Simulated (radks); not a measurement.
Q: Neutral ytterbium, [Xe] 4f14 6s2. All-electron calculation, non-relativistic Kohn-Sham, exchange-only PBE, spin-polarised, spherical densities, point nucleus. Program: a radial shooting solver on a logarithmic mesh with Libxc functionals. Every spin shell is full or empty, so the densities are truly spherical. Functionals are evaluated on that one density, not self-consistently. Rank these exchange functionals by their error against the exact value of the orbitals, and give that value: LDA, B88, OPTX, WC, B86b, G96, revTPSS, SCAN, Tao-Mo, TASK.

A: Exact: -275.731 hartree. From best to worst, with 100 (|E| - |E exact|)/|E exact| (equal figures are ties): SCAN +0.30, B86b +0.30, B88 +0.35, WC -0.39, Tao-Mo -0.57, revTPSS -0.65, G96 +0.73, TASK -1.78, OPTX +2.00, LDA -3.79.
